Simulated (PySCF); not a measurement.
## PbH₃, doublet: data card

Computed with PySCF, UPBE0, basis Pb def2-TZVP with ECP60, H def2-TZVP (scalar-relativistic core potentials, no spin–orbit coupling, density fitting).

The structure is a minimum.

* Point group: C3v
* Bond lengths: Pb–H 1.779 Å (×3)
* Bond angles: H–Pb–H 108.9° (×3)
* Lowest empty level (β): -3.40 eV
* Principal quadrupole moments (Buckingham, traceless) about the centre of mass: -0.49, -0.49, 0.98 D Å
* Principal polarisabilities: 39.1, 51.2, 51.2 bohr³
* Atomisation energy without zero-point energy: 633 kJ/mol
* Dipole moment: 0.53 D
* Highest occupied level (α): -6.16 eV
* Enthalpy at 298.15 K above 0 K: 11.09 kJ/mol
* Spin squared ⟨S²⟩: 0.752
* Zero-point energy: 42.6 kJ/mol
* Rotational constants: 3.164, 3.164, 1.998 cm⁻¹
* Rotational symmetry number: 3
* Heat capacity Cp at 298.15 K: 46.0 J/(mol K)
* Entropy at 298.15 K and 1 bar (electronic part: spin only): 248.7 J/(mol K)

Harmonic modes (masses in u: Pb 207.977, H 1.008):
| symmetry | ω (cm⁻¹) | IR (km/mol, summed over degenerate members) | μ (u) |
| --- | --- | --- | --- |
| e | 620 | 125 | 1.01 |
| a1 | 632 | 84.2 | 1.02 |
| a1 | 1694 | 64.0 | 1.01 |
| e | 1775 | 609 | 1.01 |

In C3v the vibrations span 2e + 2a1.

Charges (e):
| atom | Mulliken | Löwdin | polar tensor | spin (Mulliken) | Mayer order to Pb1 |
| --- | --- | --- | --- | --- | --- |
| Pb1 | 0.16 | 0.14 | 0.82 | 0.72 | – |
| H2,3,4 | -0.05 | -0.05 | -0.27 | 0.09 | 0.91 |

Mulliken populations on Pb1 (electrons outside its core potential): s 3.64, p 8.15, d 10.04, f 0.02.

This need not be the most stable arrangement of these atoms. With an element this heavy the missing spin–orbit coupling can shift these numbers.

The final relaxation and frequency run took 11 s on 2 threads of a shared AMD EPYC 9R45 (Zen 5) host, with 68 basis functions and 7 gradients; the process peaked at 0.83 GiB. Launch command: `OMP_NUM_THREADS=2 python axn.py task.json out`.
